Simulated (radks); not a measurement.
The numbers below are computed, except where a source is named.
Q: The mean radii <r> (bohr) of the occupied orbitals of an atom or ion are listed with their occupations. Code: a radial shooting solver on a logarithmic mesh with Libxc functionals. Model: Dirac Kohn-Sham, relativistic LDA (MacDonald-Vosko exchange, VWN5 correlation), spin-unpolarised, spherical densities, finite nucleus; Fermi nuclear charge, rms radius of each element as measured or else 0.836 A^(1/3) + 0.57 fm.

| orbital | occ. | <r> |
|---|---|---|
| 1s1/2 | 2 | 0.02281 |
| 2s1/2 | 2 | 0.09503 |
| 2p1/2 | 2 | 0.07928 |
| 2p3/2 | 4 | 0.08554 |

Name the element and its charge. Open shells, if any, fill j = l - 1/2 first.

A: Z = 62, samarium, charge +52: Sm52+ in [Ne]. The 1s radius gives Z: for a bare nucleus <r> = (2 gamma + 1)/(2Z) with gamma = sqrt(1 - (Z/c)^2), 0.02245 bohr for Z = 62, and screening makes it slightly larger (0.02281 here). The occupations add up to 10, and the charge is Z minus that.
